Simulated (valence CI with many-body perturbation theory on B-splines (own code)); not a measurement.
E1 line list for Yb LV

Computed by valence CI with perturbative core correlation (CI+MBPT): six valence electrons over a frozen Dirac-Fock core [Ne], radial functions for each j: 9 s, 9 p, 8 d, 6 f, 3 g, 1 h, with the one-electron correlation potential Σ1, the two-electron term Σ2, the three-electron term Σ3, Breit, model QED; selected CI, second order for the rest, scaled by the run's own slope (own B-spline code, finite nucleus).

The last digits are not significant, and no measured levels were compared; by estimate large intervals hold to a few tenths of a per cent, small ones and those within an open d or f shell to about a per cent. Among the levels kept, up to 980 cm⁻¹ of a level comes from second order outside the variational space, and about a tenth of that is noise between levels of different J, which matters for small intervals.

Lines 101 to 129 of 129 in falling wavelength, among levels below 573.84 eV, chosen from the strongest by gf and those to the six lowest levels. Wavelengths and rates use the calculated energies. Electric multipoles are in the length gauge with retardation, E1 and E2 with the static RPA response of the core. Weak lines are less certain than strong ones. Lines between different terms over intervals too small for the method are left out, as are lines whose strength nearly cancels. The highest levels of a list are the least certain.

Levels are named by their leading jj configuration (3d3/2^4 stands for four electrons in 3d with j = 3/2), which in mixed levels can hold well under half, so a name can repeat and another be missing. Letters in brackets count levels of one name in rising energy.

```tsv
λ vac (Å)	Upper	Lower	A (s⁻¹)	S (a.u.)
41.43	(3s^2 3p1/2^2 3d3/2 3d5/2) J=2	(3s^2 3p1/2^2 3p3/2 3d3/2) J=1	1.13e+11	1.98e-02
41.36	(3s^2 3p1/2^2 3p3/2 3d5/2) J=1	(3s^2 3p1/2^2 3p3/2^2) J=0	2.04e+11	2.14e-02
40.93	(3s^2 3p1/2^2 3d3/2 3d5/2) J=1	(3s^2 3p1/2^2 3p3/2 3d3/2) J=0	9.95e+10	1.01e-02
40.88	(3s^2 3p1/2^2 3d3/2 3d5/2) J=1	(3s^2 3p1/2^2 3p3/2 3d3/2) J=1	9.57e+10	9.68e-03
40.85	(3s^2 3p1/2^2 3d3/2 3d5/2) J=4	(3s^2 3p1/2^2 3p3/2 3d3/2) J=3	2.22e+11	6.73e-02
40.85	(3s^2 3p1/2 3p3/2^2 3d5/2) J=2	(3s^2 3p1/2 3p3/2^3) J=1	1.36e+10	2.29e-03
40.40	(3s^2 3p1/2^2 3d3/2 3d5/2) J=2	(3s^2 3p1/2^2 3p3/2 3d3/2) J=2	7.40e+10	1.20e-02
40.27	(3s^2 3p1/2^2 3p3/2 3d5/2) J=3	(3s^2 3p1/2^2 3p3/2^2) J=2	3.95e+11	8.91e-02
39.87	(3s^2 3p1/2^2 3d3/2 3d5/2) J=1	(3s^2 3p1/2^2 3p3/2 3d3/2) J=2	1.50e+10	1.41e-03
38.97	(3s^2 3p1/2^2 3p3/2 3d5/2) J=1	(3s^2 3p1/2^2 3p3/2^2) J=2	4.45e+10	3.90e-03
38.72	(3s^2 3p3/2^4) J=0	(3s^2 3p1/2^2 3p3/2 3d3/2) J=1	2.32e+08	6.66e-06
28.56	(3s 3p1/2^2 3p3/2^3) J=2	(3s^2 3p1/2^2 3p3/2^2) J=2	5.51e+11	3.17e-02
28.48	(3s 3p1/2^2 3p3/2^3) J=1	(3s^2 3p1/2^2 3p3/2^2) J=0	2.28e+11	7.81e-03
27.32	(3s 3p1/2^2 3p3/2^3) J=1	(3s^2 3p1/2^2 3p3/2^2) J=2	4.50e+11	1.36e-02
27.04	(3s^2 3p1/2 3p3/2^2 3d3/2) J=1 [a]	(3s^2 3p1/2^2 3p3/2^2) J=0	7.67e+10	2.25e-03
26.12	(3s^2 3p1/2 3p3/2^2 3d3/2) J=2 [a]	(3s^2 3p1/2^2 3p3/2^2) J=2	5.92e+09	2.60e-04
26.00	(3s^2 3p1/2 3p3/2^2 3d3/2) J=1 [a]	(3s^2 3p1/2^2 3p3/2^2) J=2	1.24e+11	3.22e-03
25.71	(3s^2 3p1/2 3p3/2^2 3d3/2) J=3 [a]	(3s^2 3p1/2^2 3p3/2^2) J=2	2.92e+10	1.71e-03
24.69	(3s^2 3p1/2 3p3/2^2 3d3/2) J=2 [b]	(3s^2 3p1/2^2 3p3/2^2) J=2	1.82e+11	6.77e-03
24.42	(3s^2 3p1/2 3p3/2^2 3d3/2) J=1 [b]	(3s^2 3p1/2^2 3p3/2^2) J=0	5.55e+08	1.20e-05
24.05	(3s^2 3p1/2 3p3/2^2 3d3/2) J=3 [b]	(3s^2 3p1/2^2 3p3/2^2) J=2	2.01e+12	9.66e-02
23.83	(3s^2 3p1/2 3p3/2^2 3d3/2) J=1 [c]	(3s^2 3p1/2^2 3p3/2^2) J=0	2.70e+12	5.41e-02
23.77	(3s^2 3p1/2 3p3/2^2 3d3/2) J=2 [c]	(3s^2 3p1/2^2 3p3/2^2) J=2	2.78e+12	9.22e-02
23.57	(3s^2 3p1/2 3p3/2^2 3d3/2) J=1 [b]	(3s^2 3p1/2^2 3p3/2^2) J=2	3.21e+12	6.22e-02
23.28	(3s^2 3p1/2 3p3/2^2 3d5/2) J=1	(3s^2 3p1/2^2 3p3/2^2) J=0	3.81e+10	7.11e-04
23.10	(3s^2 3p1/2 3p3/2^2 3d5/2) J=3	(3s^2 3p1/2^2 3p3/2^2) J=2	2.52e+10	1.07e-03
23.02	(3s^2 3p1/2 3p3/2^2 3d3/2) J=1 [c]	(3s^2 3p1/2^2 3p3/2^2) J=2	5.64e+11	1.02e-02
22.50	(3s^2 3p1/2 3p3/2^2 3d5/2) J=1	(3s^2 3p1/2^2 3p3/2^2) J=2	6.83e+09	1.15e-04
21.80	(3s^2 3p1/2 3p3/2^2 3d5/2) J=2	(3s^2 3p1/2^2 3p3/2^2) J=2	7.57e+08	1.94e-05
```
